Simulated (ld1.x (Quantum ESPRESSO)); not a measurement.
# What one change does to a pseudopotential (Ba, TM)

Ba (Z = 56), norm-conserving Troullier–Martins (Kleinman–Bylander form), made with ld1.x (Quantum ESPRESSO) 7.5 (LDA (PZ), non-relativistic). Core [Xe], reference 5d0 6s2 6p0. Waves: 6p (bound, empty): rc 4.20 bohr; 5d (bound, empty): rc 3.25 bohr; 6s (bound): rc 4.20 bohr. Local part: the s channel. Core correction: Bessel-smoothed model core inside 2.70 bohr.

All-electron outer shells of the reference configuration (LDA (PZ), non-relativistic, ld1.x):

| shell | level (eV) | outermost node (bohr) | outermost maximum (bohr) |
| --- | --- | --- | --- |
| 5p | -19.00 | 0.87 | 1.69 |
| 6s | -3.24 | 2.05 | 4.21 |
| 5d | -2.72 | 0.99 | 2.40 |
| 6p | -1.39 | 2.37 | 5.40 |

Change: all radii but the core radius scaled by about 1.28 (s 5.36, p 5.36, d 4.16 bohr).

Cutoffs: the cutoffs (Ry, on a coarse ladder) from which the occupation-weighted sum of valence levels, in a spherical-Bessel basis at the reference potential, stays within 10 and 1 mRy of its value at 400 Ry; they do not see the model core or the augmentation charge, which bear on the density cutoff. Errors are all-electron minus pseudo energies relative to the spin-unpolarised reference configuration.

Question: Predict the effect on cutoff, ghosts and configuration errors.

Answer: Both files are so soft that the ladder of cutoffs tells neither apart; of the 9 tests that both files solve, the error grows in 5 and shrinks in 3 by more than 15 % and 0.3 meV (median size 6.3 → 12.8 meV); neither file shows a bound ghost.

```csv
quantity,base,changed
"cutoff, loose",6 Ry,6 Ry
"cutoff, tight",6 Ry,6 Ry
bound ghosts,none,none
"error for 5d0 6s1 6p0, meV [ΔE 5.36 eV]",-4.0,-4.3
"error for 5d0 6s1.5 6p0, meV [ΔE 2.14 eV]",-0.4,+0.1
"error for 5d0 6s1 6p1, meV [ΔE 1.89 eV]",-3.4,-11
"error for 5d1 6s1 6p0, meV [ΔE 0.75 eV]",-69,-36
"error for 5d1 6s0 6p0, meV [ΔE 5.36 eV]",-82,-42
"error for 5d0 6s0 6p1, meV [ΔE 7.74 eV]",-14,-60
"error for 5d0 6s0 6p2, meV [ΔE 3.87 eV]",-14,-54
"error for 5d0 6s1 6p0 (spin-polarised), meV [ΔE 5.22 eV]",-6.3,-13
"error for 5d0 6s1.5 6p0 (spin-polarised), meV [ΔE 2.11 eV]",-0.4,-0.8
```
